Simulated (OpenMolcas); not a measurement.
## Co2+: moving the ligands

Co2+ with 4 ligands (chloride) in tetrahedral coordination (Td) at 2.34 Å. A charge of +0.5 e stands 2.6 Å behind each ligand. Ligand basis ANO-RCC-VDZP.

```json
{
  "Program": "OpenMolcas",
  "Method": "SS-CASPT2, IPEA 0.25 Eh, imaginary shift 0.1 Eh (closed shells correlated: 3s 3p and the ligand valence shells)",
  "Basis": "ANO-RCC-VTZP [6s5p3d2f1g]",
  "Scalar Hamiltonian": "DKH2, point nucleus",
  "Active space": "7 electrons in 5 orbitals (3d)",
  "State averaging": "2S+1 = 4 even, 10 roots; 2S+1 = 2 even, 40 roots",
  "Spin-orbit coupling": "RASSI with atomic mean-field integrals over the reference wave functions"
}
```

Runs around this geometry, states (labels of Td). Energies in cm-1 above the lowest state or level, χT in cm3 K/mol.

```csv
R (Å),Ground state,First state of that spin,First gap with spin-orbit (degeneracies),χT at 300 K,First state of another spin
2.26,4A2,4T2 3080,"2840 (4, 4)",2.849,2E 14640
2.34,4A2,4T2 2340,"2160 (4, 4)",3.127,2E 14860
2.42,4A2,4T2 2140,"1930 (4, 4)",3.249,2E 14980
```

Taking the first state of the same spin as R^-n, n = -ln(2140 / 3080) / ln(2.42 / 2.26) = 5.3 between the shortest and longest distance.

Roots that are degenerate in the reference are averaged as groups; the widest CASPT2 spread within a group is 490 cm-1 (the 3-fold group of multiplicity 4 near 4290 cm-1 above the lowest state of its run, R = 2.34). Shifts and gaps below about the spread of the groups concerned are not significant. Over all roots computed the reference weight is 0.71 to 0.74 in R = 2.26, 0.71 to 0.74 in R = 2.34, 0.72 to 0.74 in R = 2.42; a low but even weight reflects the number of correlated electrons. A single d shell leaves out the double-shell effect, which counts most for late 3d ions, where the CASPT2 field can be off either way by tens of per cent. Ligand-to-metal charge-transfer states are missing. These CASPT2 states fit no ligand-field parameters well, so their order and spin gaps are uncertain. For late 3d ions with one d shell CASPT2 can put B and the spin-flip bands somewhat low as well as high. With one d shell and no ligand orbital active, 10Dq can be off by tens of per cent for divalent 3d ions, low with halides held by bare charges and at times high in hosts, and the orbital part of g and χT goes as 1/10Dq. Free-ion shares, where given, are those of the reference states; single-state CASPT2 does not remix them. No measured value stands beside these numbers; the geometry is a model, was not optimised and need not be the one that this ion takes.
